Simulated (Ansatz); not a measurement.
Ansatz (an electronic-structure program) input (CAM-B3LYP/def2-TZVPD):

Ansatz 0.2 input:
```yaml
crystal:
  periodic: [false, false, false]
  atoms:
    - {symbol: C, position_ang: [1.53577866, 0.49359512, 0.96784267]}
    - {symbol: Si, position_ang: [-0.02995866, 0.17726895, 0.04587916]}
    - {symbol: C, position_ang: [-1.59408023, -0.04316149, 0.99800651]}
    - {symbol: N, position_ang: [-0.20189783, 1.10132068, -1.35163757]}
    - {symbol: N, position_ang: [0.27396804, -1.63213538, -0.61590846]}
    - {symbol: H, position_ang: [2.40525676, 0.51976832, 0.30704996]}
    - {symbol: H, position_ang: [1.71597815, -0.25712134, 1.74008589]}
    - {symbol: H, position_ang: [1.47446287, 1.46404794, 1.46498521]}
    - {symbol: H, position_ang: [-1.85028856, 0.89386814, 1.49702732]}
    - {symbol: H, position_ang: [-2.43481482, -0.31028202, 0.35369588]}
    - {symbol: H, position_ang: [-1.49938325, -0.80854125, 1.77107375]}
    - {symbol: H, position_ang: [-1.09431243, 1.34097057, -1.75506685]}
    - {symbol: H, position_ang: [0.55197170, 1.62330083, -1.77093282]}
    - {symbol: H, position_ang: [0.39929181, -2.32115894, 0.12696041]}
    - {symbol: H, position_ang: [-0.50848239, -1.94511576, -1.19195471]}
    - {symbol: H, position_ang: [1.10505942, -1.66840065, -1.20750512]}
basis:
  gaussian:
    orbitals: def2-TZVPD
hamiltonian:
  xc: {name: CAM-B3LYP}
total_charge: 1
output: {forces: true}
```

Output:

```
Functional definition: CAM-B3LYP
integrals: 0.34 GiB planned
1551 factors; their error is unknown
integrals: 0.38 GiB planned
747 factors; integrals over basis functions are off by at most 3.3e-6 eV
0.47 GiB of the device are held for the grids
2.09 GiB of device memory are held for the factors and their scratch space
mean field: 1.97 GiB planned
mean field evaluation 1: about -13087.0272 eV, gradient 1.0e2 eV
mean field evaluation 2: about -13087.1091 eV, gradient 9.9e1 eV
mean field evaluation 4: about -13107.4541 eV, gradient 4.2e0 eV
mean field evaluation 8: about -13107.4879 eV, gradient 4.2e-2 eV
mean field evaluation 16: about -13107.4666 eV, gradient 4.1e-5 eV
mean field -13107.46657155 eV, -481.6905119446 hartree, gradient 4.1e-5 eV, S^2 0.000000; 0 other end points of the search recorded, 0 dependent functions left out
the calculation of the forces begins
reference -13107.46672635 eV, -481.6905176335 hartree; 25, 25 occupied and 265, 265 virtual orbitals, 1551 factors
Total energy: -13107.46672635 eV, -481.6905176335 hartree
Atom 0 at     1.535779     0.493595     0.967843 Å, force    -0.083346    -0.014685    -0.052576 eV/Å
Atom 1 at    -0.029959     0.177269     0.045879 Å, force     0.008428    -0.051321    -0.038747 eV/Å
Atom 2 at    -1.594080    -0.043161     0.998007 Å, force     0.082477     0.013753    -0.054175 eV/Å
Atom 3 at    -0.201898     1.101321    -1.351638 Å, force     0.011832    -0.062578     0.114175 eV/Å
Atom 4 at     0.273968    -1.632135    -0.615908 Å, force    -0.015155     0.090180     0.032211 eV/Å
Atom 5 at     2.405257     0.519768     0.307050 Å, force    -0.023433     0.001492     0.021577 eV/Å
Atom 6 at     1.715978    -0.257121     1.740086 Å, force    -0.001124     0.023649    -0.018622 eV/Å
Atom 7 at     1.474463     1.464048     1.464985 Å, force     0.007132    -0.026498    -0.011192 eV/Å
Atom 8 at    -1.850289     0.893868     1.497027 Å, force     0.001895    -0.027396    -0.011141 eV/Å
Atom 9 at    -2.434815    -0.310282     0.353696 Å, force     0.021996     0.009283     0.021140 eV/Å
Atom 10 at    -1.499383    -0.808541     1.771074 Å, force    -0.007168     0.022612    -0.018564 eV/Å
Atom 11 at    -1.094312     1.340971    -1.755067 Å, force     0.020285    -0.004463     0.003270 eV/Å
Atom 12 at     0.551972     1.623301    -1.770933 Å, force    -0.017574    -0.010955     0.003634 eV/Å
Atom 13 at     0.399292    -2.321159     0.126960 Å, force    -0.003889     0.021770    -0.016167 eV/Å
Atom 14 at    -0.508482    -1.945116    -1.191955 Å, force     0.015376     0.010418     0.012429 eV/Å
Atom 15 at     1.105059    -1.668401    -1.207505 Å, force    -0.017732     0.004740     0.012748 eV/Å
Dipole moment:     0.118564    -0.711389    -0.356497 e Å
```

It need not be the lowest isomer of its formula.
